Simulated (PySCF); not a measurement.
How good is the calculation?

Molfile (atoms numbered from 1):
```
C5H11NO
     RDKit          3D

 18 17  0  0  0  0  0  0  0  0999 V2000
   -0.0878    0.4593    1.4747 C   0  0  0  0  0  0  0  0  0  0  0  0
   -0.2660    0.0275    0.0128 C   0  0  0  0  0  0  0  0  0  0  0  0
   -1.6939   -0.4607   -0.2120 C   0  0  0  0  0  0  0  0  0  0  0  0
    0.0309    1.2045   -0.9225 C   0  0  0  0  0  0  0  0  0  0  0  0
    0.6915   -1.1478   -0.2603 C   0  0  0  0  0  0  0  0  0  0  0  0
    2.0139   -0.8327   -0.2975 N   0  0  0  0  0  0  0  0  0  0  0  0
    0.3035   -2.2888   -0.4070 O   0  0  0  0  0  0  0  0  0  0  0  0
    0.9328    0.8192    1.6772 H   0  0  0  0  0  0  0  0  0  0  0  0
   -0.7864    1.2756    1.7175 H   0  0  0  0  0  0  0  0  0  0  0  0
   -0.2926   -0.3782    2.1587 H   0  0  0  0  0  0  0  0  0  0  0  0
   -2.4097    0.3437    0.0169 H   0  0  0  0  0  0  0  0  0  0  0  0
   -1.9140   -1.3283    0.4242 H   0  0  0  0  0  0  0  0  0  0  0  0
   -1.8436   -0.7771   -1.2544 H   0  0  0  0  0  0  0  0  0  0  0  0
    1.0244    1.6481   -0.7491 H   0  0  0  0  0  0  0  0  0  0  0  0
   -0.0256    0.9015   -1.9791 H   0  0  0  0  0  0  0  0  0  0  0  0
   -0.7071    2.0060   -0.7617 H   0  0  0  0  0  0  0  0  0  0  0  0
    2.6759   -1.5820   -0.4476 H   0  0  0  0  0  0  0  0  0  0  0  0
    2.3538    0.1102   -0.1907 H   0  0  0  0  0  0  0  0  0  0  0  0
  1  2  1  0
  2  3  1  0
  2  4  1  0
  2  5  1  0
  5  6  1  0
  5  7  2  0
  1  8  1  0
  1  9  1  0
  1 10  1  0
  3 11  1  0
  3 12  1  0
  3 13  1  0
  4 14  1  0
  4 15  1  0
  4 16  1  0
  6 17  1  0
  6 18  1  0
M  END
```

- geometry from PBE0-D3(BJ)/def2-SVP
- shielding tensors at PBE0/pcSseg-1 (GIAO)
- code: PySCF 2.14.0 with density-fitted response routines
- one computed conformer, fast rotation and ring inversion assumed for equivalent nuclei, in vacuum, relativity neglected

Reference values: measured (solution, not stated per compound (mostly CDCl3 or CCl4); Pretsch, Buehlmann, Badertscher, Structure Determination of Organic Compounds, 4th ed. (2009)).
| atoms | quantity | reference | computed | computed, scaled |
| --- | --- | --- | --- | --- |
| C2 | δ 13C | 38.6 | 38.1 | 36.3 |
| C1/C3/C4 | δ 13C | 27.6 | 29.5 | 28.0 |
| H8/H9/H10/H11/H12/H13/H14/H15/H16 | δ 1H | 1.22 | 1.07 | 1.23 |

Computed shifts are σ(ref) − σ with the named reference compound (TMS for H and C) calculated as an isolated molecule at the same level. The measured values may be among those fitted. Shieldings were converted by linear fits to measured shifts (mostly CDCl3, TMS scale, for H and C): 13C (scatter 2.0 ppm rms, 2.2 ppm with the 3 outliers that the fit left out); 1H (scatter 0.21 ppm rms). Occasional misses reach two or three times the rms, and more in compound classes unlike the fitted ones. H not on carbon is unscaled (vs computed TMS).

Task: How far are the unscaled 13C shifts from the references?

Result: Mean signed difference +0.70 ppm, mean absolute 1.20 ppm over 2 comparisons; the largest is +1.9 ppm at C1/C3/C4 (methyl carbon).
